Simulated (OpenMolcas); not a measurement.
Multiconfigurational calculation on N IV

Input:

```
&GATEWAY
Coord
1

N 0.0 0.0 0.0
Basis=ANO-RCC-VQZP
Group=XYZ
NoMove
AngMom=0.0 0.0 0.0
AMFI
&SEWARD
&RASSCF
FileOrb=start.orb
Symmetry=1
Spin=3
nActEl=2 0 0
Inactive=1 0
Ras2=1 3
CIRoot=3 3 1
SDav=3
CIMx=300
Iter=120 100
PrWF=0.3
OrbListing=Nothing
MaxOrb=0
Atom
>>> COPY $Project.JobIph JOBPRE
&RASSCF
FileOrb=start.orb
Symmetry=1
Spin=3
nActEl=2 0 0
Inactive=1 0
Ras2=2 6
CIRoot=3 3 1
SDav=16
CIMx=300
Iter=120 100
PrWF=0.3
OrbListing=Nothing
MaxOrb=0
Atom
>>> COPY $Project.JobIph JOB001
&RASSCF
FileOrb=start.orb
Symmetry=1
Spin=1
nActEl=2 0 0
Inactive=1 0
Ras2=2 6
CIRoot=7 7 1
SDav=24
CIMx=300
Iter=120 100
PrWF=0.3
OrbListing=Nothing
MaxOrb=0
Atom
>>> COPY $Project.JobIph JOB002
&RASSCF
FileOrb=start.orb
Symmetry=2
Spin=3
nActEl=2 0 0
Inactive=1 0
Ras2=2 6
CIRoot=3 3 1
SDav=12
CIMx=300
Iter=120 100
PrWF=0.3
OrbListing=Nothing
MaxOrb=0
Atom
>>> COPY $Project.JobIph JOB003
&RASSCF
FileOrb=start.orb
Symmetry=2
Spin=1
nActEl=2 0 0
Inactive=1 0
Ras2=2 6
CIRoot=3 3 1
SDav=12
CIMx=300
Iter=120 100
PrWF=0.3
OrbListing=Nothing
MaxOrb=0
Atom
>>> COPY $Project.JobIph JOB004
&RASSI
NrOfJobIphs=4 3 7 3 3
1 2 3
1 2 3 4 5 6 7
1 2 3
1 2 3
IphNames
JOB001
JOB002
JOB003
JOB004
EJob
SpinOrbit
DIPRint=1.0
SOCoupling=1000.0
Subsets=2
MEES
Property=10
'ANGMOM' 1 'ANGMOM' 2 'ANGMOM' 3 'MLTPL  1' 1 'MLTPL  1' 2 'MLTPL  1' 3
'AMFI' 1 'AMFI' 2 'AMFI' 3 'MLTPL  2' 6
SOProperty=3
'ANGMOM' 1 'ANGMOM' 2 'ANGMOM' 3
```

A driver script runs the steps one by one and writes start.orb anew before each from the orbitals found so far.

Output, cut to the results:

```
--- SEWARD ---
Basis set label: N.ANO-RCC...5S4P3D2F1G.

      Electronic valence basis set:
      ------------------
      Associated Effective Charge   7.000000 au
      Associated Actual Charge      7.000000 au
      Nuclear Model: Point charge

      Shell  nPrim  nBasis  Cartesian Spherical Contaminant
         s      14       5        X
         p       9       4        X
         d       4       3                 X
         f       3       2                 X
         g       2       1                 X
                  Relativistic Douglas-Kroll-Hess integrals:
                    - DKH order of Hamiltonian: 2
                    - DKH order of Properties : 0
                  Atomic mean-field integrals
--- RASSCF ---
Wave function specifications:
      -----------------------------

      Number of closed shell electrons           2
      Number of electrons in active shells       2
      Max number of holes in RAS1 space          0
      Max nr of electrons in RAS3 space          0
      Number of inactive orbitals                1
      Number of active orbitals                  8
      Number of secondary orbitals              46
      Spin quantum number                      1.0
      State symmetry                             1
Orbital specifications:
      -----------------------

      Symmetry species                           1   2
                                                ag  au
      Frozen orbitals                            0   0
      Inactive orbitals                          1   0
      Active orbitals                            2   6
      RAS1 orbitals                              0   0
      RAS2 orbitals                              2   6
      RAS3 orbitals                              0   0
      Secondary orbitals                        26  20
      Deleted orbitals                           0   0
      Number of basis functions                 29  26
      Number of CSFs                            16
      Number of root(s) required                 3
      Iter CI   SX   CI       RASSCF       Energy    max ROT     max BLB   max BLB  Level Ln srch  Step   QN
          iter iter root      energy       change     param      element    value   shift minimum  type update
 Nr of preliminary CI iterations:   1
 ###############################################################################
 ###############################################################################
 ###                                                                         ###
 ###                                                                         ###
 ###    WARNING: Problems in orbital optimization.                           ###
 ###                                                                         ###
 ###                                                                         ###
 ###############################################################################
 ###############################################################################
  Warning: In symmetry  1, orbital p=   2 has diagonal density matrix element D(p,p) close to zero. D(p,p)=  1.068020E-29
  Warning: In symmetry  1, orbital p=   3 has diagonal density matrix element D(p,p) close to zero. D(p,p)=  1.068020E-29
        ...
 ###############################################################################
  Warning: In symmetry  1, orbital p=   2 has diagonal density matrix element D(p,p) close to zero. D(p,p)=  1.090159E-30
  Warning: In symmetry  1, orbital p=   3 has diagonal density matrix element D(p,p) close to zero. D(p,p)=  1.090159E-30
        4   1    1    0   -50.38511285   -7.11E-15   0.00E+00    1   4 1 -9.61E-09   0.50   0.00    SX    NO
      Convergence after  4 iterations
        5   1    1    0   -50.38511285   -2.13E-14   0.00E+00    1   4 1 -1.19E-08   0.50   0.00    SX    NO
      Natural orbitals and occupation numbers for root  1
      sym 1:   0.000000   0.000000
      sym 2:   0.000000   0.999408   0.999408   0.000592   0.000592   0.000000
      Natural orbitals and occupation numbers for root  2
      sym 1:   0.000000   0.000000
      sym 2:   0.999408   0.999408   0.000000  -0.000000   0.000592   0.000592
      Natural orbitals and occupation numbers for root  3
      sym 1:   0.000000   0.000000
      sym 2:   0.999408   0.000000   0.999408   0.000592  -0.000000   0.000592
::    RASSCF root number  1 Total energy:    -50.38511285
::    RASSCF root number  2 Total energy:    -50.38511285
...
--- RASSI ---
SPIN-FREE ENERGIES:
  (Shifted by EMIN (a.u.) =        -51.1935168705)

 SF State       Relative EMIN(au)   Rel lowest level(eV)    D:o, cm**(-1)      L_eff

     4             0.0000000000        0.0000000000              0.0000         0.0
    11             0.3097029288        8.4274460178          67971.9361         1.0
    12             0.3097029288        8.4274460178          67971.9361         1.0
    13             0.3097029288        8.4274460178          67971.9361         1.0
    14             0.6432706960       17.5042873689         141181.5989         1.0
    15             0.6432706960       17.5042873689         141181.5989         1.0
    16             0.6432706960       17.5042873689         141181.5989         1.0
     2             0.8084040222       21.9977940912         177424.1748         1.0
     3             0.8084040222       21.9977940912         177424.1748         1.0
     1             0.8084040222       21.9977940912         177424.1748         1.0
     8             0.9045829718       24.6149566376         198533.0143         2.0
     9             0.9045829718       24.6149566376         198533.0143         2.0
     5             0.9045829718       24.6149566376         198533.0143         2.0
     6             0.9045829718       24.6149566376         198533.0143         2.0
     7             0.9045829718       24.6149566376         198533.0143         2.0
    10             1.1143485268       30.3229681762         244571.2321         0.0
     Dipole printing threshold changed to   1.00000000E+00

++ Dipole transition strengths (spin-free states):
   -----------------------------------------------
     for osc. strength at least  1.00000000E+00

  ( Max oscillator strength is only   0.20714630770293205      )
--
Eigenvalues of complex Hamiltonian:
   -----------------------------------
  (Shifted by EMIN (a.u.) =        -51.1935168705)

...
```

Levels above the lowest, from the spin-orbit matrix, grouped by J:

```tsv
Configuration	Term	J	E (cm⁻¹)	Measured (cm⁻¹)	g	Term weight %
2s²	¹S	0	0.0	0.0		100
2s 2p	³P°	0	67834	67209		100
2s 2p	³P°	1	67903	67272	1.501	100
2s 2p	³P°	2	68041	67416	1.501	100
2s 2p	¹P°	1	141182	130694	1.000	100
2p²	³P	0	177287	175535		100
2p²	³P	1	177356	175608	1.501	100
2p²	³P	2	177492	175733	1.501	100
2p²	¹D	2	198533	188882	1.000	100
2p²	¹S	0	244572	235369		100
```

Against the 9 measured excited levels shown (Moore, Selected Tables of Atomic Spectra, NSRDS-NBS 3, section 4) the mean absolute deviation is 4100 cm-1; the largest miss in energy is 2s 2p ¹P°₁: computed 141182, measured 130694 cm⁻¹ (+8.0 %).

Active for correlation alone: 3p 3s; no level in the range computed is led by a configuration that fills them, so any true level of that kind is missing. Computed and measured levels are paired by configuration, term and J; levels that our copy of the source lacks, or whose pairing is in doubt (as where it misses far off the trend of its configuration), stay unpaired and out of the deviations. Levels of configurations outside the active space are missing. The first state left out of the spin-orbit step lies near 390000 cm-1 above the lowest spin-free state of the reference (among the parities and spins computed), and the list stops at four fifths of that energy or lower.

The term weight is that of the spin-free term in the level, not the purity of its configuration. ° marks odd parity.
